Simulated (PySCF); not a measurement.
Z-matrix (Å, degrees):
```
Hf
S 1 2.4377
H 2 1.3704 1 89.03
S 1 2.4379 2 108.79 3 -72.75
H 4 1.3704 1 89.03 2 -167.78
S 1 2.4383 2 108.83 3 166.70
H 6 1.3703 1 88.99 2 72.34
S 1 2.4383 2 110.69 3 46.89
H 8 1.3703 1 89.19 2 47.88
```
Charge 0, multiplicity 1.

Task: Estimate the HOMO, dipole moment, HOMO–LUMO gap, LUMO and charge on the central atom (Mulliken) that TPSSh-D3(BJ)/def2-TZVP // BP86-D3(BJ)/def2-SVP in PySCF 2.14.0 returns for this input.

Result: 
The HOMO is -7.27 eV and the dipole moment comes out as 0.02 D. The HOMO–LUMO gap is 4.69 eV. The LUMO comes out as -2.58 eV and the charge on the central atom (Mulliken) is 1.00 e.
